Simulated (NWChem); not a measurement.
System: C2H3BrF2; SMILES FC(F)CBr

Here is an NWChem input.

```
start job
memory heap 200 mb stack 900 mb global 1100 mb
geometry units angstroms noautosym nocenter noautoz
  F     -1.289748     1.558990     0.077203
  C     -0.008027     1.413699    -0.302069
  F      0.645740     2.562846    -0.014144
  C      0.654847     0.298918     0.471694
  Br    -0.108463    -1.418524     0.045617
  H      0.021980     1.253113    -1.394063
  H      0.526645     0.477397     1.547403
  H      1.723391     0.262237     0.227507
end
basis spherical
  * library 6-31g*
end
dft
  xc xpbe96 cpbe96
  iterations 150
end
cosmo
  do_cosmo_smd true
  solvent hexane
end
task dft energy
```

Parts of the log:

```
             Northwest Computational Chemistry Package (NWChem) 7.3.0
             --------------------------------------------------------

                             Geometry "geometry" -> ""
                             -------------------------

 Output coordinates in angstroms (scale by  1.889725989 to convert to a.u.)

  No.       Tag          Charge          X              Y              Z
 ---- ---------------- ---------- -------------- -------------- --------------
    1 F                    9.0000    -1.28974800     1.55899000     0.07720300
    2 C                    6.0000    -0.00802700     1.41369900    -0.30206900
    3 F                    9.0000     0.64574000     2.56284600    -0.01414400
    4 C                    6.0000     0.65484700     0.29891800     0.47169400
    5 Br                  35.0000    -0.10846300    -1.41852400     0.04561700
    6 H                    1.0000     0.02198000     1.25311300    -1.39406300
    7 H                    1.0000     0.52664500     0.47739700     1.54740300
    8 H                    1.0000     1.72339100     0.26223700     0.22750700

 Effective nuclear repulsion energy (a.u.)     335.3202329961

  pbe96 is a nonlocal functional; adding pw91lda local functional.

                                 NWChem DFT Module
                                 -----------------

 Summary of "ao basis" -> "ao basis" (spherical)
 ------------------------------------------------------------------------------
       Tag                 Description            Shells   Functions and Types
 ---------------- ------------------------------  ------  ---------------------
 F                           6-31g*                  6       14   3s2p1d
 C                           6-31g*                  6       14   3s2p1d
 Br                          6-31g*                 12       32   5s4p3d
 H                           6-31g*                  2        2   2s

 in cosmo_initialize ...
 calling solv_data for solv:hexane

 solvent parameters
 solvname_short: hexane
 solvname_long:  n-hexane
 dielec:        1.8819
 dielecinf:     1.8903
 nonaqueous SMD model solvent descriptors
 dielec:        1.8819
 sola:          0.0000
 solb:          0.0000
 solc:          0.0000
 solg:         25.7500
 solh:          0.0000
 soln:          1.3749

[...]

                                COSMO-SMD solvation results
                                ---------------------------

             internal energy in gas <Psi(g)|H|Psi(g)> =     -2850.860170127563
         internal energy in solvent <Psi(s)|H|Psi(s)> =     -2850.860017328503
                               delta internal energy  =         0.000152799060 (    0.10 kcal/mol)
   total free energy in solvent <Psi(s)|H+V/2|Psi(s)> =     -2850.862724474869
 polarization energy contribution <Psi(s)|V/2|Psi(s)> =        -0.002707146365 (   -1.70 kcal/mol)
    total free energy in solvent including G(SMD-CDS) =     -2850.865938723058
                       G(SMD-CDS) energy contribution =        -0.003214248189 (   -2.02 kcal/mol)
     1 M fixed-concentration free energy of solvation =        -0.005768595495 (   -3.62 kcal/mol)

                       DFT Final Molecular Orbital Analysis
                       ------------------------------------

 Vector   32  Occ=2.000000D+00  E=-2.909805D-01
              MO Center= -1.1D-01,  1.3D+00, -1.7D-01, r^2= 2.9D+00
   Bfn.  Coefficient  Atom+Function         Bfn.  Coefficient  Atom+Function
  ----- ------------  ---------------      ----- ------------  ---------------
     5      0.343544  1 F  pz                33      0.339948  3 F  pz
    48     -0.255841  4 C  s                 19     -0.245602  2 C  pz
    90      0.242995  6 H  s                  9      0.239074  1 F  pz
    37      0.238579  3 F  pz                89      0.209911  6 H  s
    67      0.184849  5 Br px                69      0.184537  5 Br pz

 Vector   33  Occ=2.000000D+00  E=-2.512598D-01
              MO Center= -6.3D-02, -1.0D+00,  6.1D-02, r^2= 2.5D+00
   Bfn.  Coefficient  Atom+Function         Bfn.  Coefficient  Atom+Function
  ----- ------------  ---------------      ----- ------------  ---------------
    69      0.648958  5 Br pz                73      0.298055  5 Br pz
    65     -0.291671  5 Br pz                68     -0.266899  5 Br py
    67      0.205593  5 Br px                72     -0.132224  5 Br py
    47     -0.128005  4 C  pz                64      0.118828  5 Br py
    92     -0.118502  7 H  s                 18     -0.101340  2 C  py

 Vector   34  Occ=2.000000D+00  E=-2.493583D-01
              MO Center= -2.7D-02, -1.2D+00,  7.8D-02, r^2= 2.0D+00
   Bfn.  Coefficient  Atom+Function         Bfn.  Coefficient  Atom+Function
  ----- ------------  ---------------      ----- ------------  ---------------
    67      0.652649  5 Br px                69     -0.320918  5 Br pz
    71      0.299697  5 Br px                63     -0.293161  5 Br px
    68     -0.214681  5 Br py                73     -0.149238  5 Br pz
    65      0.144078  5 Br pz                94     -0.138284  8 H  s
    45     -0.116072  4 C  px                93     -0.106339  8 H  s

 Vector   35  Occ=0.000000D+00  E=-3.803621D-02
              MO Center=  1.5D-01, -7.2D-01,  1.6D-01, r^2= 3.1D+00
   Bfn.  Coefficient  Atom+Function         Bfn.  Coefficient  Atom+Function
  ----- ------------  ---------------      ----- ------------  ---------------
    48      0.704547  4 C  s                 72     -0.647593  5 Br py
    50     -0.565279  4 C  py                68     -0.477814  5 Br py
    46     -0.397415  4 C  py                70     -0.368367  5 Br s
    66      0.299986  5 Br s                 71     -0.282567  5 Br px
    67     -0.209850  5 Br px                64      0.199291  5 Br py

[...]
```

Level: PBE/6-31G* (spherical d), SMD on the gas-phase geometry. The geometry was optimised at PBE0/def2-SVP. Solvent: n-hexane.
